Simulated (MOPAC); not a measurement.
MOPAC input (AM1):

```
AM1 PRECISE GNORM=0.05 LET XYZ UHF MS=0.5 GEO-OK AUX(PRECISION=9) THREADS=1
C6H7

C     1.50492706 1   -0.60466710 1   -0.07475432 1
C     1.44770015 1    0.91750541 1    0.24036628 1
C    -0.06470589 1    0.62140119 1    0.42475711 1
C     0.12960980 1   -0.71401574 1    0.12316742 1
C    -1.31589384 1   -0.96191009 1   -0.30454618 1
C    -1.48805331 1    0.61285143 1   -0.15318532 1
H     2.28835060 1   -1.23843322 1   -0.46748317 1
H     1.68142096 1    1.54341397 1   -0.62461506 1
H     1.99299505 1    1.29271556 1    1.10854041 1
H    -1.45236276 1   -1.34466810 1   -1.31581685 1
H    -1.91659155 1   -1.55342644 1    0.38585634 1
H    -1.58364837 1    1.11280011 1   -1.12019523 1
H    -2.29166764 1    0.96060734 1    0.49888356 1
```

Output:

```
 *******************************************************************************
 **                                                                           **
 **                              MOPAC v23.2.5                                **
 **                                                                           **
 *******************************************************************************
 ** MOPAC's Digital Object Identifier: https://doi.org/10.5281/zenodo.6511958 **
 **                                                                           **
 ** Please cite the open-source release paper for use of this MOPAC version:  **
 ** J. E. Moussa and J. J. P. Stewart (2026)                                  **
 ** MOPAC: An open-source semiempirical molecular orbital program             **
 ** J. Open Source Softw., 11(119), 8025, https://doi.org/10.21105/joss.08025 **
 *******************************************************************************

                              AM1 CALCULATION RESULTS

 *******************************************************************************
 *  AM1        - The AM1 Hamiltonian to be used
 *  GEO-OK     - OVERRIDE INTERATOMIC DISTANCE AND OTHER SAFETY CHECKS
 *  UHF        - UNRESTRICTED HARTREE-FOCK CALCULATION
 *  MS=        - IN MECI, MAGNETIC COMPONENT OF SPIN =  0.5
 *  LET        - OVERRIDE SOME SAFETY CHECKS
 *  PRECISE    - TIGHTER CRITERIA TO BE USED
 *  XYZ        - CARTESIAN COORDINATE SYSTEM TO BE USED
 *  GNORM      - EXIT WHEN GRADIENT NORM DROPS BELOW 0.050
 *  AUX        - OUTPUT AUXILIARY INFORMATION
 *******************************************************************************
AM1 PRECISE GNORM=0.05 LET XYZ UHF MS=0.5 GEO-OK AUX(PRECISION=9) THREADS=1
 C6H7

   ATOM   CHEMICAL          X               Y               Z
  NUMBER   SYMBOL      (ANGSTROMS)     (ANGSTROMS)     (ANGSTROMS)

     1       C          1.50492706  *  -0.60466710  *  -0.07475432  *
     2       C          1.44770015  *   0.91750541  *   0.24036628  *
     3       C         -0.06470589  *   0.62140119  *   0.42475711  *
     4       C          0.12960980  *  -0.71401574  *   0.12316742  *
     5       C         -1.31589384  *  -0.96191009  *  -0.30454618  *
     6       C         -1.48805331  *   0.61285143  *  -0.15318532  *
     7       H          2.28835060  *  -1.23843322  *  -0.46748317  *
     8       H          1.68142096  *   1.54341397  *  -0.62461506  *
     9       H          1.99299505  *   1.29271556  *   1.10854041  *
    10       H         -1.45236276  *  -1.34466810  *  -1.31581685  *
    11       H         -1.91659155  *  -1.55342644  *   0.38585634  *
    12       H         -1.58364837  *   1.11280011  *  -1.12019523  *
    13       H         -2.29166764  *   0.96060734  *   0.49888356  *

          CARTESIAN COORDINATES

    NO.       ATOM           X           Y           Z

     1         C          1.5049     -0.6047     -0.0748
     2         C          1.4477      0.9175      0.2404
     3         C         -0.0647      0.6214      0.4248
     4         C          0.1296     -0.7140      0.1232
     5         C         -1.3159     -0.9619     -0.3045
     6         C         -1.4881      0.6129     -0.1532
     7         H          2.2884     -1.2384     -0.4675
     8         H          1.6814      1.5434     -0.6246
     9         H          1.9930      1.2927      1.1085
    10         H         -1.4524     -1.3447     -1.3158
[...]
    13       H         -2.09757855  *   0.87313030  *   0.83844862  *

                             CARTESIAN COORDINATES

   1    C        1.523961759    -0.637336066     0.027101258
   2    C        1.442563531     0.908173112     0.249432854
   3    C       -0.039729186     0.716780157     0.075570879
   4    C        0.150145857    -0.725200919    -0.120574177
   5    C       -1.318534339    -0.956121760    -0.290670375
   6    C       -1.518414993     0.619981807    -0.073984005
   7    H        2.369418964    -1.302597728     0.010509829
   8    H        1.935659590     1.510452953    -0.542070081
   9    H        1.759507957     1.241532127     1.259770691
  10    H       -1.620548715    -1.306341445    -1.298969802
  11    H       -1.786618894    -1.575061704     0.502020974
  12    H       -1.932508871     1.141646336    -0.961927715
  13    H       -2.097578546     0.873130298     0.838448621

           Empirical Formula: C6 H7  =    13 atoms

      MOLECULAR POINT GROUP   :   Cs

          ALPHA EIGENVALUES
 -40.42627 -33.28798 -26.66719 -23.83318 -22.75355 -16.45443 -16.22527 -16.11640
 -14.63852 -14.32220 -12.67273 -12.39462 -12.34578 -10.36133 -10.23283  -8.73215
   1.44098   2.64006   2.90709   3.47405   3.90743   4.14093   4.29929   4.52859
   4.58420   4.62917   4.72130   4.99109   5.16856   5.60841   6.16889

           BETA EIGENVALUES
 -40.13329 -33.07597 -26.52534 -23.76283 -22.10238 -16.14518 -16.08535 -15.98170
 -14.46739 -14.08304 -12.62267 -12.36026 -12.22510 -10.25216  -9.84151   0.82890
   1.88173   3.01126   3.06122   3.53275   4.02313   4.17201   4.44105   4.55121
   4.62705   4.69796   4.95217   5.10284   5.36250   5.77235   6.29969

              NET ATOMIC CHARGES AND DIPOLE CONTRIBUTIONS

  ATOM NO.   TYPE          CHARGE      No. of ELECS.   s-Pop       p-Pop
    1          C          -0.149276        4.1493     1.26696     2.88231
    2          C          -0.046375        4.0464     1.22270     2.82367
    3          C          -0.240386        4.2404     1.29153     2.94886
    4          C          -0.169746        4.1697     1.25241     2.91733
    5          C          -0.084432        4.0844     1.22996     2.85447
    6          C          -0.076889        4.0769     1.22842     2.84846
    7          H           0.157200        0.8428     0.84280
    8          H           0.102139        0.8979     0.89786
    9          H           0.102034        0.8980     0.89797
   10          H           0.101656        0.8983     0.89834
   11          H           0.101552        0.8984     0.89845
   12          H           0.101331        0.8987     0.89867
   13          H           0.101192        0.8988     0.89881
 DIPOLE           X         Y         Z       TOTAL
 POINT-CHG.    -0.417     0.117    -0.009     0.433
 HYBRID         0.056    -0.087    -0.005     0.103
 SUM           -0.361     0.030    -0.015     0.362

          ATOMIC ORBITAL ELECTRON POPULATIONS

     Atom    s        px        py        pz
    1  C   1.26696   0.91620   0.94367   1.02244
    2  C   1.22270   0.87433   0.93420   1.01515
    3  C   1.29153   0.94595   0.98186   1.02105
    4  C   1.25241   0.93760   0.99066   0.98906
    5  C   1.22996   0.88127   0.95367   1.01953
    6  C   1.22842   0.89340   0.93946   1.01561
    7  H   0.84280
    8  H   0.89786
    9  H   0.89797
   10  H   0.89834
   11  H   0.89845
   12  H   0.89867
   13  H   0.89881

                    (SZ)    =    0.500000
                    (S**2)  =    0.998915

          ATOMIC ORBITAL SPIN POPULATIONS

    Atom   Total    s     px     py     pz
         Atomic
    1  C  0.7778  0.050  0.057  0.065  0.606
    2  C -0.1569 -0.017 -0.065 -0.053 -0.023
    3  C  1.0079  0.071  0.057  0.124  0.757
    4  C -0.6399 -0.049 -0.049 -0.111 -0.431
    5  C  0.0738  0.008  0.038  0.015  0.013
    6  C -0.1089 -0.012 -0.057 -0.018 -0.022
    7  H -0.0384 -0.038
    8  H  0.0281  0.028
    9  H  0.0282  0.028
   10  H -0.0176 -0.018
   11  H -0.0176 -0.018
   12  H  0.0316  0.032
   13  H  0.0317  0.032

 **********************
 *                    *
 * JOB ENDED NORMALLY *
 *                    *
 **********************

 == MOPAC DONE ==
```

The geometry given is a B3LYP-D3(BJ)/def2-TZVP minimum.

The determinant is spin-contaminated: <S^2> is 1.00 against 0.75 for a pure state.
